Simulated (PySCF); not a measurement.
**Level sweep**

Compound: C2H6O2Si.
SMILES: `O1CCO[SiH2]1`

PySCF, dipoles from the SCF density, polarisabilities from static response with core orbitals frozen. Isolated species at its PBE0-D3(BJ)/def2-SVP geometry (one conformer only).

Problem. Compare the levels for these properties.

Solution. 

```tsv
level	μ (D)	α (Å³)	anisotropy (Å³)
LDA/def2-SVPD	1.027	8.49	2.09
PBE/def2-SVPD	0.987	8.38	2.07
B3LYP/def2-SVPD	1.004	8.04	1.91
PBE0/def2-SVPD	0.992	7.96	1.90
BHandHLYP/def2-SVPD	1.013	7.66	1.76
CAM-B3LYP/def2-SVPD	1.032	7.90	1.81
wB97X-D/def2-SVPD	1.009	7.88	1.80
LC-wPBE/def2-SVPD	1.061	7.73	1.74
HF/def2-SVPD	1.046	7.26	1.58
PBE0/6-31G*	1.023	6.53	2.18
PBE0/def2-SVP	1.079	6.80	2.26
PBE0/def2-TZVP	1.009	7.64	2.02
```

The anisotropy is √(½[(α1 − α2)² + (α2 − α3)² + (α3 − α1)²]). The dipole runs from 0.99 D (PBE/def2-SVPD) to 1.08 D (PBE0/def2-SVP). No reference polarisability is at hand; against PBE0 in the largest diffuse basis at hand (def2-SVPD) the other PBE0 rows deviate by 6-31G* -18%, def2-SVP -15%, def2-TZVP -4%. In one basis (def2-SVPD) the functionals order the polarisability from HF (lowest) to LDA (highest), a spread of 17%. With PBE0 the polarisability is 6.99 Å³ without diffuse functions (mean of 6-31G*, def2-SVP and def2-TZVP) and 7.96 Å³ with them (def2-SVPD).
